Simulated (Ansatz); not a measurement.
Cartesian coordinates (Å):
SMILES: [SnH4]
```xyz
5

Sn     0.0000     0.0003    -0.0001
H      1.2732    -1.1235    -0.1362
H      0.6191     1.5809    -0.1462
H     -1.1391    -0.2811    -1.2353
H     -0.7533    -0.1766     1.5178
```
Charge 0, multiplicity 1.

All values below come from frozen-core CCSD(T)/def2-TZVPP // PBE0-D4/def2-TZVP (Ansatz, a first-principles code).

```yaml
HF energy: -215.64433 Ha
MP2 correlation energy: -0.35084 Ha
```

Question: Estimate the CCSD correlation energy, the (T) correction, the total energy and the T1 diagnostic.

Answer: 
The CCSD correlation energy comes out as -0.36830 Ha and the (T) correction comes out as -0.00846 Ha. The CCSD(T) total energy is -216.02110 Ha and the T1 diagnostic is 0.013.
